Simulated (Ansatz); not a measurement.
Na4⁻, relaxed as a doublet with UKS PBE0/def2-TZVPD in Ansatz, starting from the GFN2-xTB geometry. Force threshold 0.02 eV/Å.

The structure comes from a short search, and lower isomers may exist.

Start:

```tsv
atom	x (Å)	y (Å)	z (Å)
Na1	-1.9055	0.3203	2.2372
Na2	0.8662	-2.5837	-1.5770
Na3	1.6314	2.2904	1.0152
Na4	-0.5921	-0.0270	-1.6755
```

(1) Estimate the energy that the relaxation releases and the steps that it takes.

(2) Does the start keep its bonding and symmetry?

(3) Predict the relaxed structure.

## Answers

(1) 7.6 kcal/mol, in 11 steps; 30 s on 4 threads of Intel Xeon Platinum 8259CL on a shared host. No frequencies were taken in this run, so the end may be a saddle point.

(2) Bonds formed: Na1–Na3 (atoms count from 1). Metal–metal contacts that move far: Na3–Na4 4.19 to 3.62 Å, Na1–Na4 4.14 to 3.62 Å. The end is the same structure that another start reached, the lowest one found. Point group Cs at the start, C2v at the end, both within 0.05 Å.

(3) 
```
atom   x (Å)   y (Å)   z (Å)
 Na1  -1.937   0.944   2.097
 Na2   0.725  -3.012  -2.653
 Na3   1.080   2.609   1.034
 Na4   0.132  -0.540  -0.478
```
Bond lengths (bridged metal pairs left out): 4 × Na–Na 3.35 to 3.62 Å.
